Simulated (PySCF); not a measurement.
C7H11O3P.
Atom-mapped SMILES: `[CH3:1][O:2][C:3](=[O:4])[P:5]1[CH2:6][CH2:7][C:8](=[O:9])[CH2:10][CH2:11]1`

NICS is the negative of the GIAO shielding at a point without a nucleus: at the ring centre (0) and 1 Å above and below it (1); zz is the component along the ring normal. Level: GIAO PBE0/pcSseg-1 (PySCF, non-relativistic, gas phase) on the GFN2-xTB geometry, one conformer.

Ring bond lengths (Å), with Mayer bond orders in brackets: P5–C6 1.865 (0.98), C6–C7 1.524 (1.00), C7–C8 1.513 (0.98), C8–C10 1.510 (0.98), C10–C11 1.526 (1.02), C11–P5 1.867 (0.97).

What do the NICS probes read (ppm)?

| ring | type | NICS(0) | NICS(1), two faces | NICS(1)zz, two faces | rms pucker (Å) | centre to ring atoms, mean (Å) |
| --- | --- | --- | --- | --- | --- | --- |
| P5–C6–C7–C8–C10–C11 | 6-membered ring with P; formal bonds all single | -0.7 | -2.9 / -2.5 | 0.3 / 2.2 | 0.32 | 1.55 |

What can be read from them?

- P5–C6–C7–C8–C10–C11: mean NICS(1)zz 1.3 ppm, near zero. C6, C7, C10, C11 have four or more neighbours, so the value isn't read as a sign of a π ring current.

At the second NICS(1) probe listed for ring P5–C6–C7–C8–C10–C11, 1 Å off the ring, how large is the induced field along the normal in 7.05 T applied along it?

NICSzz × B0 = 2.2 ppm × 7.05 T = 16 μT, along the applied field.
